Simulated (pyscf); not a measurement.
# `[CH3][CH+][CH3]`, singlet

Gas-phase minimum from PySCF at ωB97X-D3(BJ)/def2-SVP, one conformer. 

SMILES: C[CH+]C
```xyz
10

C     -0.7510     0.1307     0.4442
C     -0.0220     0.3878    -0.7708
C     -0.2908    -0.2061    -2.0548
H     -1.6975    -0.4120     0.3185
H     -0.0257    -0.5552     0.9595
H     -0.8094     1.0030     1.1148
H      0.8164     1.1028    -0.7127
H     -0.8134     0.6529    -2.5557
H      0.6126    -0.3573    -2.6671
H     -0.9814    -1.0600    -2.0422
```
Charge +1, spin multiplicity 1.

Bonds (Å): C1–C2 1.440, C1–H4 1.098, C1–H5 1.123, C1–H6 1.102, C2–C3 1.440, C2–H7 1.103, C3–H8 1.123, C3–H9 1.102, C3–H10 1.098. Bond angles (°): C2–C1–H4 115.3, C2–C1–H5 99.7, C2–C1–H6 113.5, H4–C1–H5 107.9, H4–C1–H6 114.5, H5–C1–H6 103.8, C1–C2–C3 125.7, C1–C2–H7 117.1, C3–C2–H7 117.1, C2–C3–H8 99.7, C2–C3–H9 113.5, C2–C3–H10 115.3, H8–C3–H9 103.8, H8–C3–H10 107.9 (the first ones only).

Properties at ωB97X-D3(BJ)/def2-SVP:

| Property | Value |
|---|---|
| Harmonic wavenumbers, unscaled | 172, 202, 425, 605, 649, 935, 968, 1084, 1199, 1244, 1297, 1305, 1340, 1352, 1428, 1474, 1564, 2934, 2949, 3120, 3120, 3171, 3222, 3222 cm⁻¹ |
| Zero-point energy | 55.7 kcal/mol |
| Rotational symmetry number | 2 |
| Entropy of this conformer at 298 K and 1 atm, rigid rotor and harmonic oscillator, modes under 100 cm⁻¹ raised to 100 | 271.5 J/(mol K) |
| Dipole moment | depends on origin |

Single-point totals, which compare only within one level (frozen core for MP2 and CC):

```tsv
level	total energy (hartree)
ωB97X-D3(BJ)/def2-TZVP	-118.31569
PBE/def2-TZVP	-118.07512
r²SCAN/def2-TZVP	-118.16883
B3LYP-D3(BJ)/def2-TZVP	-118.26479
PBE0-D3(BJ)/def2-TZVP	-118.10001
M06-2X/def2-TZVP	-118.17580
ωB97M-D3(BJ)/def2-TZVP	-118.27287
HF/def2-TZVPP	-117.42755
MP2/def2-TZVPP	-117.91453
CCSD/def2-TZVPP	-117.95588
CCSD(T)/def2-TZVPP	-117.97571
```

Soft torsions are taken as harmonic, which can shift the entropy by several J/(mol K). The CCSD(T) − MP2 part came from Ansatz, without density fitting, on the same reference.
